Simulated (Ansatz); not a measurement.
`C[SiH2][SiH](Cl)Cl` + `[NH2][GeH3]` → `C[SiH2][NH][GeH3]` + dichlorosilane at 500 K and 1 bar (cleavage of the Si–Si bond).

Program: Ansatz. Geometries: PBE0-D4/def2-TZVP. ΔE: electronic, gas phase. CCSD(T)/CBS is the MP2 limit (def2-TZVPP, def2-QZVPP) plus CCSD(T) − MP2 in def2-TZVPP, frozen cores. For Ge outer-core shells are correlated without core-valence functions, which leaves a few kJ/mol of doubt a bond. Scalar relativity is left out up to krypton. One conformer a species, not always the lowest.

```tsv
species	CCSD(T)/CBS energy (Eh)	H − E (kJ/mol)	S (J/(mol·K))
`C[SiH2][SiH](Cl)Cl`	-1539.48961	229.5	469.4
`[NH2][GeH3]`	-2133.81884	158.0	315.9
`C[SiH2][NH][GeH3]`	-2463.39859	299.1	458.4
`Cl[SiH2]Cl`	-1209.93203	81.5	323.4
```

H − E and S are ideal-gas, rigid-rotor, harmonic terms from PBE0-D4/def2-TZVP, for one conformer and one mirror image of each species. 1 Eh = 2625.50 kJ/mol, R = 8.31446 J/(mol·K).

**Question.** By hand: ΔE, ΔH, ΔS and ΔG.

**Answer.** ΔE = (-2463.39859) + (-1209.93203) − (-1539.48961) − (-2133.81884) = -0.02217 Eh = -58.2 kJ/mol. Δ(H − E) = 299.1 + 81.5 − 229.5 − 158.0 = -6.9, so ΔH = -65.1 kJ/mol. ΔS = 458.4 + 323.4 − 469.4 − 315.9 = -3.5 J/(mol·K). ΔG = -65.1 − 500 × (-3.5)/1000 = -63.3 kJ/mol.

**Question.** By hand: the equilibrium constant, and the temperature at which ΔG would vanish if ΔH and ΔS stayed fixed.

**Answer.** log₁₀ K = −ΔG/(RT ln 10) = 6.6. ΔG = 0 at ΔH/ΔS = 18600 K, far beyond where these terms or the molecules hold.

The number of gas molecules stays the same, so ΔS is small and ΔH decides. A doubt of 5 kJ/mol in ΔE shifts log₁₀ K by 0.5 here. Other conformers and mirror images would add mixing entropy, several J/(mol·K) or more a flexible species. Modes under 60 cm⁻¹, often nearly free rotors, make the harmonic entropy too high. These are equilibria of isolated gas molecules and say nothing of rates. Largest T1 diagnostic: 0.011 (customary marks: 0.02 for closed shells, 0.045 for open ones).
